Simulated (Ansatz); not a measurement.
One change: `C[CH2][AlH2]` becomes `[AlH2][CH2][GeH3]`.

Ansatz, PBE0-D4/def2-TZVP geometries, multiplicity 1. 

Scalar relativity is left out up to krypton.

```tsv
property	`C[CH2][AlH2]`
size of the dipole moment (B3LYP/def2-TZVPP) / D	0.77
HOMO–LUMO gap (ωB97M-V/def2-TZVPP) / eV	10.02
HOMO energy (ωB97M-V/def2-TZVPP) / eV	-9.76
ideal-gas entropy at 298 K and 1 bar (rigid rotor, harmonic PBE0-D4/def2-TZVP) / J/(mol·K)	308
HOMO energy (PBE0/def2-TZVPP) / eV	-7.54
HOMO–LUMO gap (PBE/def2-TZVPP) / eV	4.22
```

(1) What does the change do to each property? (Best estimate.)

Answers

(1) Computed: 
```json
{"property": "size of the dipole moment (B3LYP/def2-TZVPP) / D", "`[AlH2][CH2][GeH3]`": "0.97", "shift": "0.20"}
{"property": "HOMO–LUMO gap (ωB97M-V/def2-TZVPP) / eV", "`[AlH2][CH2][GeH3]`": "10.28", "shift": "0.26"}
{"property": "HOMO energy (ωB97M-V/def2-TZVPP) / eV", "`[AlH2][CH2][GeH3]`": "-10.16", "shift": "-0.40"}
{"property": "ideal-gas entropy at 298 K and 1 bar (rigid rotor, harmonic PBE0-D4/def2-TZVP) / J/(mol·K)", "`[AlH2][CH2][GeH3]`": "345", "shift": "37"}
{"property": "HOMO energy (PBE0/def2-TZVPP) / eV", "`[AlH2][CH2][GeH3]`": "-7.99", "shift": "-0.45"}
{"property": "HOMO–LUMO gap (PBE/def2-TZVPP) / eV", "`[AlH2][CH2][GeH3]`": "4.57", "shift": "0.35"}
```

With PBE0 the HOMO falls by 0.45 eV and the LUMO falls by 0.15 eV, so the gap widens by about 0.30 eV. PBE moves the HOMO by -0.49 eV and ωB97M-V by -0.40 eV. Dipoles are sizes alone; their direction can turn. Modes under 60 cm⁻¹, often nearly free rotors, make the harmonic entropy too high.

B3LYP here is the variant with VWN-RPA as its local correlation; programs differ in this.
